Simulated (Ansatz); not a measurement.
Cost and result for the atomization energy of `CN[SiH](F)S` (11 atoms, 10 bonds).

```
atom   x (Å)   y (Å)   z (Å)
  C1  -0.137  -0.961   1.192
  N2   0.538   0.140   0.539
 Si3   0.470   0.542  -1.105
  F4   1.210   1.954  -1.199
  S5  -1.535   0.593  -1.795
  H6  -0.534  -0.657   2.165
  H7   0.514  -1.829   1.344
  H8  -0.983  -1.283   0.582
  H9   1.279   0.558   1.081
 H10   1.156  -0.347  -2.072
 H11  -1.978   1.290  -0.733
```

Total charge 0; spin multiplicity 1. The structure was optimised at the PBE0-D4/def2-TZVP level. It is one conformer, not always the lowest. Program: Ansatz. All runs use 4 threads of an AMD EPYC 7B13 on a shared host. Times are those of one run each, without the atoms' runs, and a repeat can differ threefold. Electronic energies, without spin–orbit coupling; frozen cores. CCSD(T)/CBS adds CCSD(T) − MP2 in def2-TZVPP to the MP2 limit, and its time is that of the two runs behind it. T1 = 0.011. B3LYP takes the VWN-RPA correlation (the form of Gaussian; ORCA's B3LYP/G). HSE06 is the plane-wave form, built on full-range PBE exchange.

CCSD(T)/CBS is a level of theory with its own doubt, some kJ/mol a heavy atom from the limit and from the frozen cores, so smaller differences don't rank the functionals.

| level | functions | wall time | atomization (kJ/mol) | difference from CCSD(T)/CBS | per bond |
| --- | --- | --- | --- | --- | --- |
| LDA (SPW92)/def2-TZVPP | 261 | 1.4 s | 4539.1 | 549.9 | 55.0 |
| BLYP-D4/def2-TZVPP | 261 | 2 s | 3968.7 | -20.5 | -2.0 |
| PBE0-D4/def2-TZVPP | 261 | 2.9 s | 3966.7 | -22.5 | -2.2 |
| HSE06-D4/def2-TZVPP | 261 | 3.2 s | 3969.1 | -20.1 | -2.0 |
| CAM-B3LYP-D4/def2-TZVPP | 261 | 3.5 s | 3998.5 | 9.3 | 0.9 |
| CCSD(T)/def2-SVP | 108 | 4.3 s | 3686.9 | -302.3 | -30.2 |
| B3LYP-D4/def2-TZVPP (with forces) | 261 | 4.5 s | 3977.1 | -12.1 | -1.2 |
| PBE-QIDH/def2-TZVPP | 261 | 5.5 s | 3940.0 | -49.2 | -4.9 |
| ωB97X-V/def2-TZVPP | 261 | 6.5 s | 4003.7 | 14.5 | 1.5 |
| ωB97M-V/def2-TZVPP (with forces) | 261 | 10 s | 4001.7 | 12.5 | 1.3 |
| MP2/def2-QZVPP | 491 | 19 s | 4000.9 | 11.7 | 1.2 |
| CCSD(T)/def2-TZVPP | 261 | 2.2 min | 3867.2 | -122.0 | -12.2 |
| CCSD(T)/CBS(def2) | – | 2.5 min | 3989.2 | 0.0 | 0.0 |

At CCSD(T), def2-SVP lies −302.3 kJ/mol from the extrapolated value and def2-TZVPP −121.9 kJ/mol: correlation converges slowly with the basis, and small sets miss more of it in the bonded molecule than in its fragments. In def2-TZVPP, CCSD(T) changes the Hartree–Fock value by +996.8 kJ/mol (the triples alone add +56.3 kJ/mol) and MP2 by +1057.3 kJ/mol; breaking electron pairs costs correlation energy, which Hartree–Fock lacks. From BLYP to BHLYP (50 % exact exchange), in def2-TZVPP and without D4, the atomization energy moves by −75.2 kJ/mol: exact exchange takes away binding that semilocal exchange gives to molecules.
